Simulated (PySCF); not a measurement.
Estimate the missing entries of this data sheet.

Species: C7H13F.
Numbering: `[CH3:1][C@@H:2]1[C@H:3]([CH3:4])[CH2:5][CH2:6][C@H:7]1[F:8]` (hydrogens: H9, H10, H11 on C1; H12 on C2; H13 on C3; H14, H15, H16 on C4; H17, H18 on C5; H19, H20 on C6; H21 on C7)

Structure used (PBE0-D3(BJ)/def2-SVP), in Å, numbered top down from 1:
```xyz
21
C7H13F angstrom
C      1.352   -0.999   -0.882
C      0.689   -0.405    0.354
C     -0.848   -0.318    0.273
C     -1.576   -1.576   -0.162
C     -1.089    0.910   -0.622
C      0.125    1.832   -0.391
C      1.060    1.062    0.541
F      0.792    1.423    1.852
H      2.449   -0.946   -0.803
H      1.061   -0.474   -1.805
H      1.083   -2.058   -1.008
H      1.009   -0.971    1.244
H     -1.182   -0.054    1.291
H     -1.308   -1.866   -1.190
H     -2.666   -1.426   -0.138
H     -1.344   -2.426    0.499
H     -2.046    1.399   -0.391
H     -1.146    0.600   -1.679
H      0.637    2.076   -1.333
H     -0.138    2.787    0.087
H      2.129    1.269    0.361
```

```json
{"property": "point group", "level": "PBE0-D3(BJ)/def2-SVP", "value": "?"}
{"property": "rotational constants A, B, C", "level": "PBE0-D3(BJ)/def2-SVP", "value": "?"}
{"property": "dipole moment", "level": "wB97X-D/def2-SVPD", "value": "1.78 D"}
{"property": "HOMO energy", "level": "wB97X-D/def2-SVPD", "value": "-10.51 eV"}
{"property": "LUMO energy", "level": "wB97X-D/def2-SVPD", "value": "2.28 eV"}
{"property": "lowest singlet excitation", "level": "TDDFT wB97X-D/def2-SVPD", "value": "8.81 eV (141 nm, f = 0.005)"}
{"property": "strongest line among the 10 lowest singlet transitions", "level": "TDDFT wB97X-D/def2-SVPD", "value": "S10 at 9.74 eV (127 nm, f = 0.046)"}
{"property": "lowest triplet excitation (Tamm–Dancoff)", "level": "TDA wB97X-D/def2-SVPD", "value": "8.68 eV"}
{"property": "static isotropic polarisability", "level": "wB97X-D/def2-SVPD", "value": "81.1 au"}
{"property": "vertical ionisation energy", "level": "ΔSCF wB97X-D/def2-SVPD", "value": "?"}
{"property": "electronic spatial extent ⟨r²⟩ about the centre of nuclear charge", "level": "wB97X-D/def2-SVPD", "value": "?"}
{"property": "13C chemical shifts (computed TMS as zero) by class", "level": "GIAO HF/pcSseg-1", "value": "90.9 (C7), 39.7 (C2), 29.9 (C3), 28.9 (C6), 26.8 (C5), 16.0 (C4), 11.1 (C1) ppm"}
{"property": "1H chemical shifts (computed TMS as zero) by class", "level": "GIAO HF/pcSseg-1", "value": "4.10 (H21), 1.86 (H20), 1.82 (H13), 1.67 (H17), 1.57 (H12), 1.52 (H19), 1.00 (H14/H15/H16), 0.88 (H18), 0.61 (H9/H10/H11) ppm"}
{"property": "isotropic shieldings of nuclei other than C and H, by class", "level": "GIAO HF/pcSseg-1", "value": "401 (F8) ppm"}
{"property": "core binding energies", "level": "ΔSCF SCAN, pcX-2 on the ionised atom, pcseg-1 elsewhere, spin-free X2C", "value": "?"}
```

Electronic properties: PySCF, gas phase, density fitting. NMR classes are plain means over equivalent atoms (diastereotopic ones count apart unless rotation or inversion swaps them), as if these changed places fast; in this geometry the members of some classes differ.

(1) Give the point group.

(2) Give the core binding energies.

(3) Give the rotational constants A, B, C.

(4) Give the electronic spatial extent ⟨r²⟩ about the centre of nuclear charge.

(5) The vertical ionisation energy?

Results:

(1) C1.

(2) C1s 290.3 (C3), C1s 290.3 (C5), C1s 290.4 (C2), C1s 290.5 (C4), C1s 290.5 (C6), C1s 290.6 (C1), C1s 292.5 (C7), F1s 691.8 (F8) eV.

(3) 2.726, 1.699, 1.512 GHz.

(4) 984 bohr².

(5) 10.65 eV.

The vertical singlet–triplet gap S1 − T1 is 0.13 eV (TDDFT singlet less Tamm–Dancoff triplet; S1: HOMO→LUMO, weight 0.68; T1: HOMO→LUMO, weight 0.57). The principal polarisabilities are 75.3, 81.7 and 86.4 au; their mean is the isotropic value. The 10 singlets span 8.81 to 9.74 eV, and their oscillator strengths add up to 0.18.

One conformer stands for the species.
